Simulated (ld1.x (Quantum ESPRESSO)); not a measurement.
## As (Z = 33): one change to a PAW potential, before and after

ld1.x (Quantum ESPRESSO) 7.5 input, shortened:

```
&input
   title='As', zed=33., rel=1, dft='PBESOL', iswitch=3,
   config='[Ar] 3d10 4s2 4p3'
 /
 &inputp
   pseudotype=3, lpaw=.true., tm=.true., lloc=-2, rcloc=1.45,
   nlcc=.true., rcore=0.90,
   which_augfun='PSQ', rmatch_augfun_nc=.true.
 /
6
4S  1  0   2.00   0.00  1.75  2.00  0.0
4S  1  0   0.00   1.50  1.75  2.00  0.0
4P  2  1   3.00   0.00  1.40  1.90  0.0
4P  2  1   0.00   1.20  1.40  1.90  0.0
3D  3  2  10.00   0.00  0.75  0.90  0.0
3D  3  2   0.00  -2.45  0.75  0.90  0.0
 &test
   configts(1)='3d10 4s2 4p3'
 /
```

Change: waves 4p (bound): rcut 1.40, rcutus 1.66 bohr; 4p channel at 1.2 Ry: rcut 1.40, rcutus 1.66 bohr.

Cutoffs: the cutoffs (Ry, on a coarse ladder) from which the occupation-weighted sum of valence levels, in a spherical-Bessel basis at the reference potential, stays within 10 and 1 mRy of its value at 400 Ry; they do not see the model core or the augmentation charge, which bear on the density cutoff. Errors are all-electron minus pseudo energies relative to the spin-unpolarised reference configuration.

**Question.** What does the change do?

**Answer.** The potential gets neither clearly harder nor softer (200 Ry and 300 Ry → 200 Ry and 300 Ry); the d channel sets the loose cutoff, while the largest relative change is in p, which becomes softer; the errors of the 7 common tests hardly move; neither file shows a bound ghost.

```tsv
quantity	base	changed
cutoff, loose	200 Ry	200 Ry
cutoff, tight	300 Ry	300 Ry
loose cutoff by channel (10 mRy a level)	s 6 Ry, p 8 Ry, d 120 Ry	s 6 Ry, p 6 Ry, d 120 Ry
bound ghosts	none	none
error for 3d10 4s2 4p2, meV [ΔE 9.16 eV]	-1.3	-1.3
error for 3d10 4s2 4p1, meV [ΔE 27.10 eV]	-4.4	-4.4
error for 3d10 4s2 4p0, meV [ΔE 54.82 eV]	-11	-11
error for 3d10 4s1 4p3, meV [ΔE 19.27 eV]	-2.4	-2.4
error for 3d10 4s0 4p5, meV [ΔE 19.07 eV]	-2.4	-2.4
error for 3d10 4s2 4p3.3, meV [ΔE -1.23 eV]	+0.2	+0.2
error for 3d9 4s2 4p4, meV [ΔE 40.10 eV]	-248	-270
s: phases at 2.19 bohr within 0.05 rad from the reference energy up to (Ry; the scan ends near 5)	4.6	4.6
p: phases at 2.19 bohr within 0.05 rad from the reference energy up to (Ry; the scan ends near 5)	to the end of the scan	to the end of the scan
d: phases at 2.19 bohr within 0.05 rad from the reference energy up to (Ry; the scan ends near 5)	to the end of the scan	to the end of the scan
lowest overlap eigenvalue by channel	s 0.41, p 0.64, d 0.99	s 0.41, p 0.63, d 0.99
```
